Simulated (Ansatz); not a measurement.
The cluster H₂Au₂⁻. The state is a doublet with charge -1. Geometry PBE0-D4/def2-TZVPD.

Cartesian coordinates in Å:
```
Au 0.640 -0.303 -2.025
Au -0.299 0.053 0.638
H -1.396 -0.080 1.826
H 1.055 0.330 -0.438
```

In the def2 sets Au takes a core potential; there is no spin–orbit coupling. HSE06 is defined as in plane-wave codes, on full-range PBE exchange. At PBE-D4/def2-TZVPD, revPBE-D4/def2-TZVPD, HSE06-D4/def2-TZVPD the highest occupied level of the charge -1 doublet lies above zero (up to 0.52 eV). By energy differences its removal costs 2.09 eV (vertical, to the charge 0 singlet, at PBE0-D4/def2-TZVPD). The structure comes from a short search, and lower isomers may exist.

(1) Estimate the α-spin orbital energies around the gap (eV) in Ansatz with PBE-D4/def2-TZVPD, revPBE-D4/def2-TZVPD, PBE0-D4/def2-SVPD, HSE06-D4/def2-TZVPD, ωB97X-V/def2-TZVPD.

Answers

(1) 
```json
{"orbital": "HOMO−9", "PBE-D4/def2-TZVPD": "-2.92", "revPBE-D4/def2-TZVPD": "-2.84", "PBE0-D4/def2-SVPD": "-4.44", "HSE06-D4/def2-TZVPD": "-4.08", "ωB97X-V/def2-TZVPD": "-6.98"}
{"orbital": "HOMO−8", "PBE-D4/def2-TZVPD": "-2.31", "revPBE-D4/def2-TZVPD": "-2.24", "PBE0-D4/def2-SVPD": "-3.80", "HSE06-D4/def2-TZVPD": "-3.45", "ωB97X-V/def2-TZVPD": "-6.32"}
{"orbital": "HOMO−7", "PBE-D4/def2-TZVPD": "-2.26", "revPBE-D4/def2-TZVPD": "-2.19", "PBE0-D4/def2-SVPD": "-3.78", "HSE06-D4/def2-TZVPD": "-3.42", "ωB97X-V/def2-TZVPD": "-6.29"}
{"orbital": "HOMO−6", "PBE-D4/def2-TZVPD": "-2.14", "revPBE-D4/def2-TZVPD": "-2.07", "PBE0-D4/def2-SVPD": "-3.63", "HSE06-D4/def2-TZVPD": "-3.30", "ωB97X-V/def2-TZVPD": "-6.14"}
{"orbital": "HOMO−5", "PBE-D4/def2-TZVPD": "-2.13", "revPBE-D4/def2-TZVPD": "-2.06", "PBE0-D4/def2-SVPD": "-3.61", "HSE06-D4/def2-TZVPD": "-3.28", "ωB97X-V/def2-TZVPD": "-6.11"}
{"orbital": "HOMO−4", "PBE-D4/def2-TZVPD": "-1.98", "revPBE-D4/def2-TZVPD": "-1.90", "PBE0-D4/def2-SVPD": "-3.35", "HSE06-D4/def2-TZVPD": "-3.01", "ωB97X-V/def2-TZVPD": "-5.83"}
{"orbital": "HOMO−3", "PBE-D4/def2-TZVPD": "-1.86", "revPBE-D4/def2-TZVPD": "-1.80", "PBE0-D4/def2-SVPD": "-3.34", "HSE06-D4/def2-TZVPD": "-3.00", "ωB97X-V/def2-TZVPD": "-5.79"}
{"orbital": "HOMO−2", "PBE-D4/def2-TZVPD": "-1.86", "revPBE-D4/def2-TZVPD": "-1.79", "PBE0-D4/def2-SVPD": "-3.09", "HSE06-D4/def2-TZVPD": "-2.75", "ωB97X-V/def2-TZVPD": "-5.45"}
{"orbital": "HOMO−1", "PBE-D4/def2-TZVPD": "-1.34", "revPBE-D4/def2-TZVPD": "-1.26", "PBE0-D4/def2-SVPD": "-2.33", "HSE06-D4/def2-TZVPD": "-2.00", "ωB97X-V/def2-TZVPD": "-4.59"}
{"orbital": "HOMO", "PBE-D4/def2-TZVPD": "0.45", "revPBE-D4/def2-TZVPD": "0.52", "PBE0-D4/def2-SVPD": "-0.19", "HSE06-D4/def2-TZVPD": "0.07", "ωB97X-V/def2-TZVPD": "-2.09"}
{"orbital": "LUMO", "PBE-D4/def2-TZVPD": "2.82", "revPBE-D4/def2-TZVPD": "2.92", "PBE0-D4/def2-SVPD": "3.64", "HSE06-D4/def2-TZVPD": "3.04", "ωB97X-V/def2-TZVPD": "4.86"}
{"orbital": "LUMO+1", "PBE-D4/def2-TZVPD": "2.86", "revPBE-D4/def2-TZVPD": "2.96", "PBE0-D4/def2-SVPD": "3.67", "HSE06-D4/def2-TZVPD": "3.07", "ωB97X-V/def2-TZVPD": "4.87"}
{"orbital": "LUMO+2", "PBE-D4/def2-TZVPD": "3.84", "revPBE-D4/def2-TZVPD": "3.91", "PBE0-D4/def2-SVPD": "4.76", "HSE06-D4/def2-TZVPD": "4.07", "ωB97X-V/def2-TZVPD": "5.90"}
{"orbital": "LUMO+3", "PBE-D4/def2-TZVPD": "4.24", "revPBE-D4/def2-TZVPD": "4.31", "PBE0-D4/def2-SVPD": "5.19", "HSE06-D4/def2-TZVPD": "4.46", "ωB97X-V/def2-TZVPD": "6.26"}
{"orbital": "LUMO+4", "PBE-D4/def2-TZVPD": "4.55", "revPBE-D4/def2-TZVPD": "4.58", "PBE0-D4/def2-SVPD": "6.04", "HSE06-D4/def2-TZVPD": "4.78", "ωB97X-V/def2-TZVPD": "6.50"}
{"orbital": "LUMO+5", "PBE-D4/def2-TZVPD": "5.30", "revPBE-D4/def2-TZVPD": "5.34", "PBE0-D4/def2-SVPD": "6.59", "HSE06-D4/def2-TZVPD": "5.54", "ωB97X-V/def2-TZVPD": "7.35"}
{"orbital": "β HOMO", "PBE-D4/def2-TZVPD": "-1.21", "revPBE-D4/def2-TZVPD": "-1.14", "PBE0-D4/def2-SVPD": "-2.17", "HSE06-D4/def2-TZVPD": "-1.86", "ωB97X-V/def2-TZVPD": "-4.48"}
{"orbital": "β LUMO", "PBE-D4/def2-TZVPD": "1.26", "revPBE-D4/def2-TZVPD": "1.36", "PBE0-D4/def2-SVPD": "2.26", "HSE06-D4/def2-TZVPD": "1.80", "ωB97X-V/def2-TZVPD": "4.01"}
```
